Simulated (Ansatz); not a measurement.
Program: Ansatz. Geometries: PBE0-D4/def2-TZVP. ΔE: electronic, gas phase. CCSD(T)/CBS is the MP2 limit (def2-TZVPP, def2-QZVPP) plus CCSD(T) − MP2 in def2-TZVPP, frozen cores. This one scheme is used for every species. DFT in def2-TZVPP. B3LYP here is the variant with VWN-RPA as its local correlation; programs differ in this. HSE06 is defined as in plane-wave codes. Elements past krypton have def2 core potentials. For Sn outer-core shells are correlated without core-valence functions, which leaves a few kJ/mol of doubt a bond.

Reaction (silylene loss): `[F][Sn]([SiH3])([Cl])[Cl]` → `[F][SnH]([Cl])[Cl]` + `[SiH2]`

| level | ΔE (kcal/mol) | difference from CCSD(T)/CBS |
| --- | --- | --- |
| LDA (SPW92) | 75.1 | 7.5 |
| PBE-D4 | 70.3 | 2.7 |
| revPBE-D4 | 68.4 | 0.8 |
| BLYP-D4 | 65.8 | -1.8 |
| r2SCAN-D4 | 72.6 | 5.0 |
| B97M-V | 64.3 | -3.3 |
| PBE0-D4 | 71.3 | 3.7 |
| B3LYP-D4 | 67.5 | -0.1 |
| HSE06-D4 | 71.3 | 3.7 |
| CAM-B3LYP-D4 | 67.8 | 0.2 |
| ωB97X-V | 69.2 | 1.6 |
| ωB97M-V | 65.5 | -2.1 |
| PBE-QIDH | 71.0 | 3.4 |
| PBE | 68.3 | 0.7 |
| revPBE | 65.0 | -2.6 |
| BLYP | 62.1 | -5.5 |
| r2SCAN | 72.1 | 4.5 |
| PBE0 | 69.5 | 1.9 |
| B3LYP | 64.4 | -3.2 |
| r2SCANh | 72.0 | 4.4 |
| HSE06 | 69.5 | 1.9 |
| BHLYP | 65.8 | -1.8 |
| CAM-B3LYP | 65.9 | -1.7 |
| LC-ωPBE | 70.3 | 2.7 |
| RPA@PBE/def2-TZVPP | 60.2 | -7.4 |
| HF/def2-SVP | 61.2 | -6.4 |
| MP2/def2-SVP | 67.0 | -0.6 |
| CCSD/def2-SVP | 61.8 | -5.8 |
| CCSD(T)/def2-SVP | 62.7 | -4.9 |
| HF/def2-TZVPP | 61.0 | -6.6 |
| MP2/def2-TZVPP | 70.0 | 2.4 |
| SCS-MP2/def2-TZVPP | 66.7 | -0.9 |
| CCSD/def2-TZVPP | 63.7 | -3.9 |
| CCSD(T)/def2-TZVPP | 64.9 | -2.7 |
| HF/def2-QZVPP | 61.0 | -6.6 |
| MP2/def2-QZVPP | 71.6 | 4.0 |
| SCS-MP2/def2-QZVPP | 68.2 | 0.6 |
| HF/CBS(def2) | 61.0 | -6.6 |
| MP2/CBS(def2) | 72.8 | 5.2 |
| CCSD/CBS(def2) | 66.4 | -1.2 |
| CCSD(T)/CBS | 67.6 | 0 |

Largest T1 diagnostic among the species: 0.014.

From PBE to PBE0 (25 % exact exchange), in def2-TZVPP and without D4, ΔE moves by +1.1 kcal/mol. Leaving LDA and LC-ωPBE aside and taking each functional with its dispersion term where it has one, the values, not all of them listed here, spread over 8.4 kcal/mol, from B97M-V to r2SCAN0-D4. LDA lies +6.8 kcal/mol from PBE without D4. In def2-TZVPP, CCSD(T) changes the Hartree–Fock value by +3.9 kcal/mol (the triples alone add +1.2 kcal/mol) and MP2 by +9.1 kcal/mol.
